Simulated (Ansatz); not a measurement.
BNH4F2, closed shell: a trajectory.

Input (in.yaml):

```yaml
crystal:
  periodic: [false, false, false]
  atoms:
    - {symbol: B, position_ang: [-0.618455, -0.253228, -0.033893]}
    - {symbol: N, position_ang: [0.906613, 0.022424, -0.038776]}
    - {symbol: F, position_ang: [-1.148217, -0.459097, -1.256531]}
    - {symbol: F, position_ang: [-1.039206, -1.027572, 0.986506]}
    - {symbol: H, position_ang: [0.047214, 1.010388, 0.251956]}
    - {symbol: H, position_ang: [-0.977335, 1.085515, 0.322755]}
    - {symbol: H, position_ang: [1.454001, -0.393228, 0.700653]}
    - {symbol: H, position_ang: [1.375485, 0.014798, -0.932670]}
basis:
  gaussian: {orbitals: def2-SVP}
hamiltonian: {xc: pbe0, dispersion: d4}
md: {n_steps: 80, timestep: 0.25, temperature: 200, ensemble: nvt_nose_hoover, seed: 821, initial_velocities: maxwell_boltzmann}
```

Launched with

```bash
ansatz run in.yaml --threads 2 --pin off --events-out ev --progress --plain --max-ram 4352MiB
```

The run's output (Ansatz 0.2.0):

```
Functional definition: PBE0
  name "PBE0"
  cite "Adamo & Barone, J. Chem. Phys. 110, 6158 (1999) doi:10.1063/1.478522"
  cite "Perdew, Burke & Ernzerhof, Phys. Rev. Lett. 77, 3865 (1996) doi:10.1103/PhysRevLett.77.3865"
  parent pbe
  parameter a = 0.25
  parameter kappa = 0.804
  parameter beta = 0.06672455060314922
  exchange = (1 - a)*pbe_x(kappa = kappa, mu = beta*pi^2/3) + a*exact_x
  correlation = pbe_c(beta = beta)
821 factors; integrals over basis functions are off by at most 4.6e-4 eV
mean field evaluation 1: about -7648.9570 eV, gradient 5.2e1 eV
mean field evaluation 2: about -7645.6165 eV, gradient 6.5e1 eV
mean field evaluation 4: about -7653.6136 eV, gradient 1.8e0 eV
mean field evaluation 8: about -7653.6697 eV, gradient 5.4e-2 eV
mean field -7653.66969749 eV, -281.2671735392 hartree, gradient 2.1e-5 eV, S^2 0.000000; 0 other end points of the search recorded, 0 dependent functions left out
the calculation of the forces begins
reference -7653.66971839 eV, -281.2671743071 hartree; 17, 17 occupied and 59, 59 virtual orbitals, 821 factors
md step     0: t =     0.00 fs  T =   200.0 K  F+E_penalty+E_count = -7653.74814572 eV  E_kin = 0.155112 eV  conserved = -7653.59303372 eV  (25 SCF iters)
md step     1: t =     0.25 fs  T =   196.5 K  F+E_penalty+E_count = -7653.74538085 eV  E_kin = 0.152367 eV  conserved = -7653.59301413 eV  (23 SCF iters)
md step     2: t =     0.50 fs  T =   191.5 K  F+E_penalty+E_count = -7653.74150118 eV  E_kin = 0.148514 eV  conserved = -7653.59298756 eV  (23 SCF iters)
md step     3: t =     0.75 fs  T =   185.6 K  F+E_penalty+E_count = -7653.73692842 eV  E_kin = 0.143971 eV  conserved = -7653.59295712 eV  (23 SCF iters)
md step     4: t =     1.00 fs  T =   179.5 K  F+E_penalty+E_count = -7653.73214396 eV  E_kin = 0.139218 eV  conserved = -7653.59292667 eV  (23 SCF iters)
md step     5: t =     1.25 fs  T =   173.7 K  F+E_penalty+E_count = -7653.72762839 eV  E_kin = 0.134729 eV  conserved = -7653.59290026 eV  (22 SCF iters)
md step     6: t =     1.50 fs  T =   168.8 K  F+E_penalty+E_count = -7653.72379811 eV  E_kin = 0.130918 eV  conserved = -7653.59288149 eV  (23 SCF iters)
md step     7: t =     1.75 fs  T =   165.1 K  F+E_penalty+E_count = -7653.72094918 eV  E_kin = 0.128079 eV  conserved = -7653.59287289 eV  (23 SCF iters)
md step     8: t =     2.00 fs  T =   162.9 K  F+E_penalty+E_count = -7653.71921791 eV  E_kin = 0.126346 eV  conserved = -7653.59287547 eV  (22 SCF iters)
md step     9: t =     2.25 fs  T =   162.1 K  F+E_penalty+E_count = -7653.71856528 eV  E_kin = 0.125682 eV  conserved = -7653.59288850 eV  (23 SCF iters)
md step    10: t =     2.50 fs  T =   162.3 K  F+E_penalty+E_count = -7653.71878807 eV  E_kin = 0.125885 eV  conserved = -7653.59290968 eV  (23 SCF iters)
md step    11: t =     2.75 fs  T =   163.3 K  F+E_penalty+E_count = -7653.71955452 eV  E_kin = 0.126627 eV  conserved = -7653.59293555 eV  (23 SCF iters)
md step    12: t =     3.00 fs  T =   164.4 K  F+E_penalty+E_count = -7653.72045833 eV  E_kin = 0.127507 eV  conserved = -7653.59296208 eV  (23 SCF iters)
md step    13: t =     3.25 fs  T =   165.2 K  F+E_penalty+E_count = -7653.72108147 eV  E_kin = 0.128109 eV  conserved = -7653.59298535 eV  (23 SCF iters)
md step    14: t =     3.50 fs  T =   165.1 K  F+E_penalty+E_count = -7653.72105581 eV  E_kin = 0.128070 eV  conserved = -7653.59300205 eV  (23 SCF iters)
md step    15: t =     3.75 fs  T =   163.9 K  F+E_penalty+E_count = -7653.72011492 eV  E_kin = 0.127124 eV  conserved = -7653.59301005 eV  (23 SCF iters)
md step    16: t =     4.00 fs  T =   161.4 K  F+E_penalty+E_count = -7653.71812927 eV  E_kin = 0.125144 eV  conserved = -7653.59300843 eV  (23 SCF iters)
md step    17: t =     4.25 fs  T =   157.5 K  F+E_penalty+E_count = -7653.71512232 eV  E_kin = 0.122152 eV  conserved = -7653.59299717 eV  (23 SCF iters)
md step    18: t =     4.50 fs  T =   152.6 K  F+E_penalty+E_count = -7653.71126871 eV  E_kin = 0.118321 eV  conserved = -7653.59297767 eV  (23 SCF iters)
md step    19: t =     4.75 fs  T =   146.9 K  F+E_penalty+E_count = -7653.70687503 eV  E_kin = 0.113957 eV  conserved = -7653.59295184 eV  (23 SCF iters)
md step    20: t =     5.00 fs  T =   141.1 K  F+E_penalty+E_count = -7653.70234986 eV  E_kin = 0.109466 eV  conserved = -7653.59292205 eV  (23 SCF iters)
md step    21: t =     5.25 fs  T =   135.8 K  F+E_penalty+E_count = -7653.69816634 eV  E_kin = 0.105319 eV  conserved = -7653.59289080 eV  (26 SCF iters)
md step    22: t =     5.50 fs  T =   131.5 K  F+E_penalty+E_count = -7653.69482247 eV  E_kin = 0.102010 eV  conserved = -7653.59286049 eV  (23 SCF iters)
md step    23: t =     5.75 fs  T =   129.0 K  F+E_penalty+E_count = -7653.69280281 eV  E_kin = 0.100022 eV  conserved = -7653.59283322 eV  (23 SCF iters)
md step    24: t =     6.00 fs  T =   128.7 K  F+E_penalty+E_count = -7653.69254472 eV  E_kin = 0.099792 eV  conserved = -7653.59281067 eV  (23 SCF iters)
md step    25: t =     6.25 fs  T =   131.1 K  F+E_penalty+E_count = -7653.69441106 eV  E_kin = 0.101681 eV  conserved = -7653.59279404 eV  (22 SCF iters)
md step    26: t =     6.50 fs  T =   136.6 K  F+E_penalty+E_count = -7653.69867102 eV  E_kin = 0.105958 eV  conserved = -7653.59278400 eV  (23 SCF iters)
md step    27: t =     6.75 fs  T =   145.4 K  F+E_penalty+E_count = -7653.70548939 eV  E_kin = 0.112787 eV  conserved = -7653.59278067 eV  (24 SCF iters)
md step    28: t =     7.00 fs  T =   157.6 K  F+E_penalty+E_count = -7653.71492493 eV  E_kin = 0.122228 eV  conserved = -7653.59278365 eV  (24 SCF iters)
md step    29: t =     7.25 fs  T =   173.1 K  F+E_penalty+E_count = -7653.72693735 eV  E_kin = 0.134241 eV  conserved = -7653.59279205 eV  (24 SCF iters)
md step    30: t =     7.50 fs  T =   191.7 K  F+E_penalty+E_count = -7653.74140269 eV  E_kin = 0.148705 eV  conserved = -7653.59280453 eV  (24 SCF iters)
md step    31: t =     7.75 fs  T =   213.3 K  F+E_penalty+E_count = -7653.75813574 eV  E_kin = 0.165435 eV  conserved = -7653.59281943 eV  (31 SCF iters)
md step    32: t =     8.00 fs  T =   237.5 K  F+E_penalty+E_count = -7653.77691817 eV  E_kin = 0.184215 eV  conserved = -7653.59283489 eV  (31 SCF iters)
md step    33: t =     8.25 fs  T =   264.1 K  F+E_penalty+E_count = -7653.79752985 eV  E_kin = 0.204826 eV  conserved = -7653.59284910 eV  (31 SCF iters)
md step    34: t =     8.50 fs  T =   292.8 K  F+E_penalty+E_count = -7653.81977985 eV  E_kin = 0.227080 eV  conserved = -7653.59286043 eV  (31 SCF iters)
md step    35: t =     8.75 fs  T =   323.4 K  F+E_penalty+E_count = -7653.84353344 eV  E_kin = 0.250841 eV  conserved = -7653.59286796 eV  (31 SCF iters)
md step    36: t =     9.00 fs  T =   355.9 K  F+E_penalty+E_count = -7653.86872942 eV  E_kin = 0.276048 eV  conserved = -7653.59287166 eV  (29 SCF iters)
md step    37: t =     9.25 fs  T =   390.3 K  F+E_penalty+E_count = -7653.89538317 eV  E_kin = 0.302713 eV  conserved = -7653.59287273 eV  (30 SCF iters)
md step    38: t =     9.50 fs  T =   426.7 K  F+E_penalty+E_count = -7653.92357088 eV  E_kin = 0.330910 eV  conserved = -7653.59287372 eV  (30 SCF iters)
md step    39: t =     9.75 fs  T =   465.1 K  F+E_penalty+E_count = -7653.95339271 eV  E_kin = 0.360734 eV  conserved = -7653.59287849 eV  (30 SCF iters)
md step    40: t =    10.00 fs  T =   505.8 K  F+E_penalty+E_count = -7653.98491635 eV  E_kin = 0.392245 eV  conserved = -7653.59289172 eV  (29 SCF iters)
md step    41: t =    10.25 fs  T =   548.5 K  F+E_penalty+E_count = -7654.01810761 eV  E_kin = 0.425403 eV  conserved = -7653.59291813 eV  (26 SCF iters)
md step    42: t =    10.50 fs  T =   593.1 K  F+E_penalty+E_count = -7654.05276066 eV  E_kin = 0.459996 eV  conserved = -7653.59296114 eV  (28 SCF iters)
md step    43: t =    10.75 fs  T =   639.0 K  F+E_penalty+E_count = -7654.08844690 eV  E_kin = 0.495592 eV  conserved = -7653.59302151 eV  (29 SCF iters)
md step    44: t =    11.00 fs  T =   685.3 K  F+E_penalty+E_count = -7654.12450403 eV  E_kin = 0.531528 eV  conserved = -7653.59309540 eV  (29 SCF iters)
md step    45: t =    11.25 fs  T =   731.0 K  F+E_penalty+E_count = -7654.16008859 eV  E_kin = 0.566968 eV  conserved = -7653.59317401 eV  (29 SCF iters)
md step    46: t =    11.50 fs  T =   775.0 K  F+E_penalty+E_count = -7654.19430309 eV  E_kin = 0.601023 eV  conserved = -7653.59324342 eV  (28 SCF iters)
md step    47: t =    11.75 fs  T =   816.1 K  F+E_penalty+E_count = -7654.22639441 eV  E_kin = 0.632953 eV  conserved = -7653.59328666 eV  (29 SCF iters)
md step    48: t =    12.00 fs  T =   854.1 K  F+E_penalty+E_count = -7654.25599238 eV  E_kin = 0.662402 eV  conserved = -7653.59328800 eV  (29 SCF iters)
md step    49: t =    12.25 fs  T =   889.2 K  F+E_penalty+E_count = -7654.28332675 eV  E_kin = 0.689603 eV  conserved = -7653.59323848 eV  (29 SCF iters)
md step    50: t =    12.50 fs  T =   922.6 K  F+E_penalty+E_count = -7654.30934064 eV  E_kin = 0.715494 eV  conserved = -7653.59314219 eV  (28 SCF iters)
md step    51: t =    12.75 fs  T =   956.3 K  F+E_penalty+E_count = -7654.33561734 eV  E_kin = 0.741633 eV  conserved = -7653.59301882 eV  (29 SCF iters)
md step    52: t =    13.00 fs  T =   992.7 K  F+E_penalty+E_count = -7654.36408113 eV  E_kin = 0.769907 eV  conserved = -7653.59290188 eV  (29 SCF iters)
md step    53: t =    13.25 fs  T =  1034.2 K  F+E_penalty+E_count = -7654.39650671 eV  E_kin = 0.802047 eV  conserved = -7653.59282991 eV  (29 SCF iters)
md step    54: t =    13.50 fs  T =  1081.9 K  F+E_penalty+E_count = -7654.43396523 eV  E_kin = 0.839085 eV  conserved = -7653.59283369 eV  (29 SCF iters)
md step    55: t =    13.75 fs  T =  1135.9 K  F+E_penalty+E_count = -7654.47639016 eV  E_kin = 0.880935 eV  conserved = -7653.59292443 eV  (29 SCF iters)
md step    56: t =    14.00 fs  T =  1194.3 K  F+E_penalty+E_count = -7654.52243005 eV  E_kin = 0.926248 eV  conserved = -7653.59308863 eV  (29 SCF iters)
md step    57: t =    14.25 fs  T =  1254.1 K  F+E_penalty+E_count = -7654.56965780 eV  E_kin = 0.972623 eV  conserved = -7653.59329237 eV  (28 SCF iters)
md step    58: t =    14.50 fs  T =  1311.4 K  F+E_penalty+E_count = -7654.61507226 eV  E_kin = 1.017090 eV  conserved = -7653.59349318 eV  (29 SCF iters)
md step    59: t =    14.75 fs  T =  1362.5 K  F+E_penalty+E_count = -7654.65572266 eV  E_kin = 1.056730 eV  conserved = -7653.59365366 eV  (29 SCF iters)
md step    60: t =    15.00 fs  T =  1404.4 K  F+E_penalty+E_count = -7654.68926282 eV  E_kin = 1.089215 eV  conserved = -7653.59375047 eV  (25 SCF iters)
md step    61: t =    15.25 fs  T =  1435.3 K  F+E_penalty+E_count = -7654.71430182 eV  E_kin = 1.113161 eV  conserved = -7653.59377662 eV  (29 SCF iters)
md step    62: t =    15.50 fs  T =  1454.7 K  F+E_penalty+E_count = -7654.73051320 eV  E_kin = 1.128238 eV  conserved = -7653.59373911 eV  (28 SCF iters, 3 dispersion substeps)
md step    63: t =    15.75 fs  T =  1463.6 K  F+E_penalty+E_count = -7654.73853894 eV  E_kin = 1.135078 eV  conserved = -7653.59365288 eV  (28 SCF iters, 3 dispersion substeps)
md step    64: t =    16.00 fs  T =  1463.5 K  F+E_penalty+E_count = -7654.73976469 eV  E_kin = 1.135053 eV  conserved = -7653.59353689 eV  (29 SCF iters, 3 dispersion substeps)
md step    65: t =    16.25 fs  T =  1457.0 K  F+E_penalty+E_count = -7654.73603775 eV  E_kin = 1.130002 eV  conserved = -7653.59340858 eV  (29 SCF iters)
md step    66: t =    16.50 fs  T =  1446.6 K  F+E_penalty+E_count = -7654.72939559 eV  E_kin = 1.121952 eV  conserved = -7653.59328296 eV  (29 SCF iters)
md step    67: t =    16.75 fs  T =  1435.0 K  F+E_penalty+E_count = -7654.72183919 eV  E_kin = 1.112899 eV  conserved = -7653.59317011 eV  (29 SCF iters)
md step    68: t =    17.00 fs  T =  1424.3 K  F+E_penalty+E_count = -7654.71517458 eV  E_kin = 1.104645 eV  conserved = -7653.59307604 eV  (28 SCF iters)
md step    69: t =    17.25 fs  T =  1416.7 K  F+E_penalty+E_count = -7654.71091914 eV  E_kin = 1.098705 eV  conserved = -7653.59300271 eV  (29 SCF iters)
md step    70: t =    17.50 fs  T =  1413.5 K  F+E_penalty+E_count = -7654.71026400 eV  E_kin = 1.096268 eV  conserved = -7653.59294978 eV  (29 SCF iters)
md step    71: t =    17.75 fs  T =  1416.0 K  F+E_penalty+E_count = -7654.71407429 eV  E_kin = 1.098195 eV  conserved = -7653.59291547 eV  (28 SCF iters)
md step    72: t =    18.00 fs  T =  1424.8 K  F+E_penalty+E_count = -7654.72291236 eV  E_kin = 1.105040 eV  conserved = -7653.59289723 eV  (29 SCF iters)
md step    73: t =    18.25 fs  T =  1440.4 K  F+E_penalty+E_count = -7654.73707183 eV  E_kin = 1.117090 eV  conserved = -7653.59289327 eV  (29 SCF iters)
md step    74: t =    18.50 fs  T =  1462.7 K  F+E_penalty+E_count = -7654.75660893 eV  E_kin = 1.134389 eV  conserved = -7653.59290182 eV  (28 SCF iters)
md step    75: t =    18.75 fs  T =  1491.5 K  F+E_penalty+E_count = -7654.78136704 eV  E_kin = 1.156767 eV  conserved = -7653.59292230 eV  (28 SCF iters)
md step    76: t =    19.00 fs  T =  1526.4 K  F+E_penalty+E_count = -7654.81098592 eV  E_kin = 1.183846 eV  conserved = -7653.59295551 eV  (29 SCF iters)
md step    77: t =    19.25 fs  T =  1566.7 K  F+E_penalty+E_count = -7654.84489335 eV  E_kin = 1.215036 eV  conserved = -7653.59300328 eV  (29 SCF iters)
md step    78: t =    19.50 fs  T =  1611.1 K  F+E_penalty+E_count = -7654.88228107 eV  E_kin = 1.249511 eV  conserved = -7653.59306832 eV  (26 SCF iters)
md step    79: t =    19.75 fs  T =  1658.4 K  F+E_penalty+E_count = -7654.92206908 eV  E_kin = 1.286171 eV  conserved = -7653.59315376 eV  (28 SCF iters)
md step    80: t =    20.00 fs  T =  1706.6 K  F+E_penalty+E_count = -7654.96286756 eV  E_kin = 1.323609 eV  conserved = -7653.59326184 eV  (26 SCF iters)
Total energy: -7654.96288975 eV, -281.3146974780 hartree
Atom 0 at    -0.786736    -0.121562    -0.011257 Å, force    -0.302342     0.097323     0.732820 eV/Å
Atom 1 at     0.962483     0.050029    -0.018367 Å, force     1.021045     3.646155     0.934395 eV/Å
Atom 2 at    -1.169054    -0.507547    -1.272993 Å, force     0.510998     0.142704     0.425419 eV/Å
Atom 3 at    -1.027434    -1.071533     0.970942 Å, force     0.349491     0.273512    -0.599193 eV/Å
Atom 4 at     1.226635     1.104107     0.228024 Å, force    -1.200956    -2.553930    -0.797123 eV/Å
Atom 5 at    -1.097173     1.023938     0.349934 Å, force    -0.091366    -0.257135    -0.315703 eV/Å
Atom 6 at     1.495122    -0.391992     0.729208 Å, force    -0.230752    -0.828725     0.023661 eV/Å
Atom 7 at     1.473953    -0.072455    -0.887204 Å, force    -0.056117    -0.519905    -0.404277 eV/Å
Dipole moment:     1.277108     0.359877     0.024676 e Å

[the SCF lines of later steps are left out]
```

The lines “mean field evaluation” count trial sets of orbitals through the whole run, from several starts and some on an approximate energy, so they need not fall steadily or lie above the final value.

Hardware: 2 CPU threads of an Intel Xeon Platinum 8488C, shared host. Wall time about 88 s.
